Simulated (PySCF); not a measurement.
Field gradients at the hydrogen positions

Species: C5H6O2.
Structure used (GFN2-xTB), in Å, numbered top down from 1:
```
atom  x, y, z in Å
O1     2.416   -1.055    1.313
C2     1.785   -0.745    0.345
C3     0.796    0.406    0.284
C4    -0.459    0.027    1.027
C5    -1.470   -0.010    0.179
C6    -0.998    0.364   -1.191
O7     0.383    0.670   -1.044
H8     1.855   -1.296   -0.612
H9     1.273    1.299    0.713
H10   -0.444   -0.190    2.077
H11   -2.495   -0.253    0.383
H12   -1.520    1.245   -1.586
H13   -1.127   -0.461   -1.907
```

Level: PBE0/pcSseg-1 (PySCF, non-relativistic); Q(2H) = 0.00286 b; rigid geometry, the same for H and D, with no vibrational averaging.

Problem. Rank these positions by the coupling χzz of a deuteron there, largest first.
A. H9 (methine hydrogen)
B. H10 (vinylic hydrogen)
C. H8 (formyl hydrogen)

Solution. B (231 kHz), A (190 kHz), C (182 kHz).

Problem. Give the electric field gradient Vzz (the principal value of largest size), its asymmetry and the 2H coupling at each hydrogen.

Solution. 
| atom | bonded to | bond length (Å) | Vzz (au) | η | χzz (kHz) |
| --- | --- | --- | --- | --- | --- |
| H8 | C2 | 1.106 | 0.2713 | 0.02 | 182 |
| H9 | C3 | 1.100 | 0.2823 | 0.04 | 190 |
| H10 | C4 | 1.072 | 0.3430 | 0.04 | 231 |
| H11 | C5 | 1.073 | 0.3435 | 0.04 | 231 |
| H12 | C6 | 1.098 | 0.2873 | 0.06 | 193 |
| H13 | C6 | 1.099 | 0.2843 | 0.06 | 191 |

Problem. How does χzz go with the bond length over the 6 C–H bonds?

Solution. A straight-line fit has a slope of -14.8 kHz for each 0.01 Å, with a correlation coefficient of -1.00, over lengths from 1.072 to 1.106 Å. The longer bonds have the smaller couplings here.

Problem. A static deuteron (I = 1) shows a doublet split by (3/2)χ, (3/4)χ(1 + η) and (3/4)χ(1 − η) with the field along z, y and x of the gradient. What are these for H12?

Solution. With |χ| = 193.1 kHz and η = 0.059: 290, 153 and 136 kHz, to first order and without motion.

Geometry: GFN2-xTB, one conformer, isolated molecule. GFN2-xTB bond lengths can be off by several hundredths of an ångström, more for odd bonds, and the gradients follow them. The small basis limits the accuracy of the gradients.
